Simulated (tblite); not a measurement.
Species: C7H8SSi.
Cartesian coordinates in Å at the GFN2-xTB level; atoms count from 1:
```xyz
17
C7H8SSi angstrom
C     -2.477    2.072   -1.097
C     -1.634    1.290   -0.764
C     -0.611    0.356   -0.348
C     -1.125   -0.996   -0.390
C     -1.512   -2.128   -0.449
C     -0.047    0.700    1.037
Si     1.595   -0.246    1.238
C      1.957   -0.574   -0.610
S      0.805    0.457   -1.573
H     -3.216    2.756   -1.391
H     -1.870   -3.113   -0.494
H     -0.790    0.457    1.797
H      0.120    1.778    1.079
H      1.417   -1.515    1.944
H      2.624    0.607    1.832
H      1.802   -1.613   -0.899
H      2.955   -0.278   -0.922
```

Calculated harmonic vibrations of the isolated species, GFN2-xTB (tblite), most abundant isotopes, no scaling. Against measured fundamentals such values can be off by several per cent, at times by over 20. Modes of hydrogen on silicon can be 10 to 20 % off. One conformer, not necessarily the lowest.

Harmonic wavenumbers (cm⁻¹): 64.8, 85.9, 101.1, 115.0, 142.0, 213.1, 310.7, 320.9, 379.0, 397.0, 428.1, 458.7, 484.3, 534.3, 558.4, 631.0, 645.0, 649.9, 666.5, 672.2, 707.0, 724.2, 749.5, 765.1, 767.6, 789.2, 869.2, 1036.2, 1057.9, 1097.8, 1153.0, 1170.3, 1245.1, 1438.6, 1457.5, 2270.5, 2277.9, 2280.3, 2280.9, 2973.0, 2976.3, 2989.6, 3015.3, 3396.1, 3398.1.

A = 1694, B = 986.9, C = 929.1 MHz; mass 152.012 u (most abundant isotopes); point group C1, symmetry number 1.

Q: What is the zero-point energy?

A: Half the sum of the wavenumbers: 25372 cm⁻¹ = 303.52 kJ/mol.

Q: What is S at 298.15 K and 1 bar for an ideal gas of classical rigid rotors and harmonic oscillators?

A: Translation 171.51, rotation 124.33, vibration 131.71: S = 427.6 J/(mol K).

Q: And Cp and H(298.15 K) − H(0)?

A: Cp = 181.83 J/(mol K), of which vibrations give 148.57 (their classical limit is 45 R = 374.2); H(298.15 K) − H(0) = 31.58 kJ/mol without the zero-point energy, 21.67 from vibrations.

Q: How do the functions run with temperature in this model?

A: 
| T (K) | S (J/(mol K)) | Cp (J/(mol K)) | H − H(0) (kJ/mol) | G − H(0) (kJ/mol) | ln q(vib) |
| --- | --- | --- | --- | --- | --- |
| 150 | 330.9 | 105.5 | 10.09 | -39.55 | 2.87 |
| 250 | 397.5 | 159.2 | 23.36 | -76.02 | 5.70 |
| 400 | 486.7 | 220.4 | 52.17 | -142.50 | 10.09 |
| 600 | 586.3 | 270.0 | 101.63 | -250.13 | 15.76 |
| 900 | 704.9 | 314.2 | 189.83 | -444.55 | 23.41 |

q(vib) and H(0) count from the zero-point level.

Q: Which modes carry the vibrational entropy at 298.15 K?

A: 64.8 cm⁻¹: 18.01; 85.9 cm⁻¹: 15.70; 101.1 cm⁻¹: 14.36; 115.0 cm⁻¹: 13.32; 142.0 cm⁻¹: 11.62; 213.1 cm⁻¹: 8.44 J/(mol K); the other 39 give 50.26 together.

Hindered rotation and anharmonicity are outside this model. Other conformers, if any are populated, would add a mixing term that is left out. The structure is chiral; the term R ln 2 for an equal mix with its mirror image is left out.
